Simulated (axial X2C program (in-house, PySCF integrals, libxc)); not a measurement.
**Worked dissociation energy of RbBe: r2SCAN0, 2c**

Computed with an in-house all-electron X2C program for linear molecules (integrals from PySCF). Two-component (2c) means X2C with spin–orbit coupling and atomic mean-field two-electron Coulomb and Gaunt terms. Basis: Rb dyall-cv3z [12s13p8d4f1g], Be dyall-cv3z [8s8p3d1f] (cores contracted in-house); Gaussian nuclei, density fitting, unrestricted open shells. Masses: Rb 84.912 u, Be 9.012 u.

Molecular state: Ω = 1/2 (⟨Sz⟩ = 0.50, ⟨Lz⟩ = 0.00 at r2SCAN0).

- E(Rb) (2M_J = 1): -2979.914593 hartree
- E(Be) (2M_J = 0): -14.652795 hartree
- E(RbBe) at Re: -2994.578219 hartree
- ωe: 148.0 cm⁻¹
- ωexe: 2.29 cm⁻¹

**Question.** Work out De and D0.

**Answer.** De = -2979.914593 + (-14.652795) − (-2994.578219) = 0.01083 hartree = 0.295 eV. The zero-point energy is ωe/2 − ωexe/4 = 73 cm⁻¹ = 0.009 eV, so D0 = 0.286 eV.

The state is a single determinant with fixed occupations, the lowest that a limited PBE0 search found. Dissociation energies refer to the lowest single-determinant-based atoms at the same level and basis. Density functionals use the spin component along the axis (collinear).

The levels of this run spread widely (ωe from 97 to 152 cm⁻¹), so these constants depend on the method.

Each atomic determinant is the lowest at this level and need not be a pure J level. Totals compare only within one Hamiltonian and basis.
